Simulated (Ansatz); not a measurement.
Frontier orbitals of CH8SSi2 (`[SiH3]CS[SiH3]`).

Total charge 0; spin multiplicity 1. Geometry: relaxed with PBE0-D4/def2-TZVP. It is one conformer, not always the lowest. Basis def2-TZVPP, Ansatz.

Orbital energies of one run (eV). Highest occupied ones, from the top: -6.66, -8.54, -9.27, -9.45, -9.56, -9.81, -10.22, -11.12, -12.29, -14.35, -14.68, -17.76, -21.38, -98.79. Empty: -0.36, 0.09, 0.69, 0.97, 1.05, 1.15.

(1) Which functional gave them?
A. r2SCAN
B. B3LYP
C. ωB97M-V
D. LC-ωPBE

Answers

(1) B. HOMO energies: B3LYP -6.66, ωB97M-V -9.04, LC-ωPBE -9.53, r2SCAN -5.96 eV.

B3LYP here is the variant with VWN-RPA as its local correlation; programs differ in this. LC-ωPBE has ω = 0.4 bohr⁻¹.
